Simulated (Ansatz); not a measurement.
Cost and result for the atomization energy of `[CH3][GaH][CH2]F` (10 atoms, 9 bonds).

Z-matrix (Å, degrees):
```
C
Ga 1 1.961
H 1 1.093 2 110.3
H 1 1.093 2 110.2 3 117.8
H 1 1.090 2 111.5 3 -121.2
C 2 1.994 1 120.4 3 121.6
H 2 1.577 1 122.4 3 -58.4
F 6 1.395 2 111.8 1 0.1
H 6 1.097 2 111.3 1 120.7
H 6 1.097 2 111.3 1 -120.6
```

Charge 0, multiplicity 1. Correlated methods include outer-core shells of Ga, which these sets cover unevenly. Scalar relativity is left out up to krypton. The structure was optimised at the PBE0-D4/def2-TZVP level. It is one conformer, not always the lowest. Program: Ansatz. All runs use 4 threads of an Intel Xeon 6975P-C on a shared host. Times are those of one run each, without the atoms' runs, and a repeat can differ threefold. Electronic energies, without spin–orbit coupling; frozen cores. CCSD(T)/CBS adds CCSD(T) − MP2 in def2-TZVPP to the MP2 limit, and its time is that of the two runs behind it. T1 = 0.012. With those shells the extrapolation isn't a true limit. B3LYP takes the VWN-RPA correlation (the form of Gaussian; ORCA's B3LYP/G).

CCSD(T)/CBS is a level of theory with its own doubt, some kJ/mol a heavy atom from the limit and from the frozen cores, so smaller differences don't rank the functionals.

```tsv
level	functions	wall time
PBE-D4/def2-TZVPP (with forces)	225	1.9 s
PBE0-D4/def2-TZVPP	225	2 s
B2PLYP/def2-TZVPP	225	2.8 s
B3LYP-D4/def2-TZVPP (with forces)	225	3 s
r2SCAN-D4/def2-TZVPP (with forces)	225	3.2 s
ωB97X-V/def2-TZVPP	225	4.5 s
ωB97M-V/def2-TZVPP (with forces)	225	6.5 s
MP2/def2-QZVPP	440	11 s
CCSD(T)/def2-TZVPP	225	30 s
CCSD(T)/CBS(def2)	–	41 s
```

Question: What atomization energy does each give, and how far from CCSD(T)/CBS? (Estimate.)

Answer: Computed: 
| level | atomization (kcal/mol) | difference from CCSD(T)/CBS | per bond |
| --- | --- | --- | --- |
| PBE-D4/def2-TZVPP (with forces) | 815.4 | 9.1 | 1.0 |
| PBE0-D4/def2-TZVPP | 803.8 | -2.5 | -0.3 |
| B2PLYP/def2-TZVPP | 795.2 | -11.1 | -1.2 |
| B3LYP-D4/def2-TZVPP (with forces) | 801.1 | -5.2 | -0.6 |
| r2SCAN-D4/def2-TZVPP (with forces) | 806.7 | 0.4 | 0.1 |
| ωB97X-V/def2-TZVPP | 806.6 | 0.3 | 0.0 |
| ωB97M-V/def2-TZVPP (with forces) | 804.3 | -2.0 | -0.2 |
| MP2/def2-QZVPP | 808.1 | 1.8 | 0.2 |
| CCSD(T)/def2-TZVPP | 789.7 | -16.6 | -1.8 |
| CCSD(T)/CBS(def2) | 806.3 | 0.0 | 0.0 |

From PBE to PBE0 (25 % exact exchange), in def2-TZVPP and without D4, the atomization energy moves by −11.0 kcal/mol: exact exchange takes away binding that semilocal exchange gives to molecules. In def2-TZVPP, CCSD(T) changes the Hartree–Fock value by +196.7 kcal/mol (the triples alone add +10.0 kcal/mol) and MP2 by +205.4 kcal/mol; breaking electron pairs costs correlation energy, which Hartree–Fock lacks. The D4 term adds +6.0 kcal/mol with B3LYP and +3.1 kcal/mol with PBE0; it sums over pairs of atoms, weighted by their polarisabilities, and B3LYP, whose exchange is more repulsive, gets the larger term.
